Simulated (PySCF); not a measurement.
Input of a run (PBE0-D3(BJ)/def2-SVP geometry optimisation, gas phase (PySCF 2.14.0)), started from GFN2-xTB:
```
{"job": {"xc": "PBE0", "basis": "def2-SVP", "d3": "d3bj", "grid": 1, "kind": "geom"}, "charge": -1, "multiplicity": 1}
Ga     0.003460     0.001160    -0.006890
H     -0.055540    -0.061610    -1.176650
H     -0.283340     0.823310     0.779000
H      0.868840     0.223790     0.752980
H     -0.516160    -0.980940    -0.382810
```

Output (energies in Eh, forces in Eh/bohr):
```
step   0  E = -1926.32217788  max force = 0.284904
step   1  E = -1926.50041927  max force = 0.175627
step   2  E = -1926.64285121  max force = 0.090571
step   3  E = -1926.72445715  max force = 0.036906
step   4  E = -1926.74778500  max force = 0.010188
step   5  E = -1926.74964320  max force = 0.003261
step   6  E = -1926.74977959  max force = 0.001275
step   7  E = -1926.74981780  max force = 0.000317
step   8  E = -1926.74982732  max force = 0.000109
step   9  E = -1926.74982800  max force = 0.000028
optimisation converged
```

**Question.** Summarise the run.

**Answer.** The energy falls by 1122.8 kJ/mol over 10 energy and gradient evaluations, the largest force component goes from 0.2849 to 2.8e-05 Eh/bohr, and the atoms move by 0.607 Å rms after alignment. Among the bonds, Ga1–H2, Ga1–H3, Ga1–H4 and Ga1–H5 change most and about equally (+0.453 Å). Bonds longer at the end by more than 0.005 Å: 4 of 4; shorter: 0. Among the angles that change most is H2–Ga1–H5, from 67.2° to 109.5°. The energy never rose by more than 1e-6 Eh on the way. The first step brought 42 % of the lowering.

**Question.** What are the final bond lengths?

**Answer.** Ga1–H2 1.626 Å, Ga1–H3 1.626 Å, Ga1–H4 1.626 Å, Ga1–H5 1.626 Å. Numbering counts from 1 in the input's order; the species is `[GaH4-]`.

The run used 52 basis functions and 52 SCF cycles in all. Rough CPU time on one thread of a shared machine: about 8 s.

Stationary, but not proved a minimum. The geometry's basis has no diffuse functions, a weakness for an anion.
